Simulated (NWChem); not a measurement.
# GeSiH₅OCl; SMILES O[Si@H](Cl)[GeH3]

```xyz
9

O     -1.9215     1.0893    -0.3479
Si    -0.5187     0.7073     0.4499
Cl     1.0277     1.9764    -0.1262
Ge     0.2118    -1.5043    -0.0449
H     -1.9361     0.9605    -1.3014
H     -0.8006     0.9525     1.8860
H     -0.8332    -2.5429     0.4030
H      1.5499    -1.8096     0.6481
H      0.4040    -1.6385    -1.5677
```
Atoms are numbered in this order, from 1.

Results from NWChem. Pople sets run with spherical d functions. Medium grid unless said otherwise, to which SCAN and Minnesota functionals are sensitive. Structure relaxed at the PBE0/def2-SVP level.

Q: Order these by “highest occupied level (eV)”, lowest first: B97-2/6-31G*; PBE/6-31G*; BHandHLYP/6-31G*; r2SCAN0/6-31G*; MN15-L/6-31G*.

A: BHandHLYP/6-31G* (-9.07), r2SCAN0/6-31G* (-8.18), B97-2/6-31G* (-7.75), MN15-L/6-31G* (-7.31), PBE/6-31G* (-6.71)
